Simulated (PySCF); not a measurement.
PySCF input:

```python
from pyscf import gto, scf, dft

mol = gto.M(
    atom='''
    Bi   -0.00000000    0.00000000   -0.00000000
    F    -1.76855758   -1.28239615    0.00432289
    F    -0.22619998    2.17255446   -0.03457102
    F     1.99475756   -0.89015832    0.03024813
    ''',
    basis='def2-tzvpd',
    ecp='def2-tzvp',
    charge=-1,
    spin=1,
    verbose=4,
)

mf = dft.UKS(mol, xc='m062x').density_fit(auxbasis='def2-universal-jkfit')
mf.grids.level = 4
mf.conv_tol = 1e-9
mf.max_cycle = 100
mf.max_memory = 1500
mf.kernel()
if not mf.converged:
    mf = mf.newton()
    mf.kernel(mf.make_rdm1())
for _ in range(2):
    mo, _, stable, _ = mf.stability(return_status=True)
    if stable:
        break
    mf.kernel(mf.make_rdm1(mo, mf.mo_occ))
mf.analyze()
```

### Question
Predict the final energy.

### Answer
-514.21322 Eh (M06-2X/def2-TZVPD).
